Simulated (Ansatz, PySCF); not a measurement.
Process, species as SMILES: [SiH3]P → [SiH3]P as doublet, charge +1 + e-
Geometries: B3LYP-D3(BJ)/def2-TZVP minima from Ansatz (an electronic-structure program). A spin state is the lowest found, not a proven ground state.

Quantity: adiabatic ionisation energy (0 K, with B3LYP-D3(BJ) harmonic zero-point energies from PySCF), in eV. Valence correlation only, unless marked. Open shells are spin-unrestricted. No spin-orbit coupling. Non-relativistic unless marked X2C. CBS marks a two-point X^-3 extrapolation of the correlation energy; Hartree-Fock from the larger set. [CCSD(T)-MP2]/basis is that difference in the basis named.

```json
[
 {"level": "BP86-D4/def2-TZVPD", "program": "PySCF + dftd4", "adiabatic ionisation energy (eV)": "?"},
 {"level": "M06-L-D4/def2-TZVPD", "program": "PySCF + dftd4", "adiabatic ionisation energy (eV)": "8.90"},
 {"level": "PBE0/STO-3G", "program": "Ansatz", "adiabatic ionisation energy (eV)": "6.51"},
 {"level": "HSE06-D4/def2-TZVPD", "program": "Ansatz + dftd4", "adiabatic ionisation energy (eV)": "8.91"},
 {"level": "wB97M-V/def2-TZVPD", "program": "Ansatz", "adiabatic ionisation energy (eV)": "?"},
 {"level": "B2PLYP-D3(BJ)/def2-TZVPD", "program": "Ansatz + dftd3", "adiabatic ionisation energy (eV)": "8.87"},
 {"level": "X2C-CCSD(T)/cc-pVTZ-DK", "program": "Ansatz", "adiabatic ionisation energy (eV)": "8.93"},
 {"level": "RI-MP2/CBS(def2-TZVPPD,def2-QZVPPD)+[CCSD(T)-MP2]/def2-TZVPPD", "program": "Ansatz", "adiabatic ionisation energy (eV)": "?"}
]
```

### Question
Fill in the missing entries.

### Answer

- BP86-D4/def2-TZVPD, adiabatic ionisation energy (eV): 9.04
- wB97M-V/def2-TZVPD, adiabatic ionisation energy (eV): 9.00
- RI-MP2/CBS(def2-TZVPPD,def2-QZVPPD)+[CCSD(T)-MP2]/def2-TZVPPD, adiabatic ionisation energy (eV): 9.06
